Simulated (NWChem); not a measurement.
# SiPH4, doublet; SMILES P[SiH2]

Results from NWChem. Spin-unrestricted. In the optimisation the excess spin sits in a' (Cs, its own frame). No stability test was run on the SCF state. Level B3LYP/def2-SVP: optimisations from one semi-empirical or force-field start; each run changes one setting, and all end within 0.3 mHa of each other.

```csv
setting,optimisation steps
"redundant internal coordinates, default thresholds",6
no line search,6
symmetry off,6
trust radius 0.05,4
```
